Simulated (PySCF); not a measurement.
## Property card for `CC(=O)NC(C)C`

C5H11NO.
Bonds: C1–C2, C2–O3 (double), C2–N4, N4–C5, C5–C6, C5–C7. Hydrogens: H8, H9, H10 on C1; H11 on N4; H12 on C5; H13, H14, H15 on C6; H16, H17, H18 on C7.

Among its groups: amide.

**GFN2-xTB geometry**

- Rotational constants A, B, C of the GFN2-xTB geometry: 4.659, 1.485, 1.456 GHz

PBE0/pcSseg-1 ground state and GIAO shieldings, non-relativistic (PySCF):

- Dipole moment: 3.73 D
- HOMO energy: -7.16 eV
- LUMO energy: 1.01 eV
- HOMO–LUMO gap: 8.17 eV
- Lowest Hirshfeld atomic charge: -0.30 e on O3
- Highest Hirshfeld atomic charge: +0.17 e on C2
- 13C chemical shifts (computed TMS as zero) by class: 167.2 (C2), 41.3 (C5), 25.9 (C6/C7), 24.6 (C1) ppm
- 1H chemical shifts (computed TMS as zero) by class: 4.53 (H12), 4.09 (H11), 1.85 (H8/H9/H10), 1.07 (H13/H14/H15/H16/H17/H18) ppm
- Isotropic shieldings of nuclei other than C and H, by class: 115 (N4), -82 (O3) ppm
- Mayer bond orders between heavy atoms: C1–C2 0.99, C2–O3 1.91, C2–N4 1.16, N4–C5 0.86, C5–C6 1.04, C5–C7 1.04

Monoisotopic mass from the formula: 101.0841 u.

The dipole matches unit charges of opposite sign 0.78 Å apart (1 e·Å = 4.8032 D). With B = h/(8π²I), that is 505.379 GHz u Å² over I, the principal moments of inertia are 108.5, 340.3 and 347.2 u Å² (most abundant isotopes). The rotational constants are those of a nearly prolate symmetric top.

The structure is a single GFN2-xTB conformer in the gas phase; no vibrational or solvent corrections. NMR classes are plain means over equivalent atoms (diastereotopic ones count apart unless rotation or inversion swaps them), as if these changed places fast; in this geometry the members of some classes differ.

For the NMR shielding job (PBE0/pcSseg-1), time: 22 s. Hardware: Arm Neoverse V1, one thread, no GPU, on a shared host.

Conformer computed: `[CH3:1][C:2](=[O:3])[NH:4][CH:5]([CH3:6])[CH3:7]`: C1–C2–N4–C5 179°, C2–N4–C5–C6 124°.
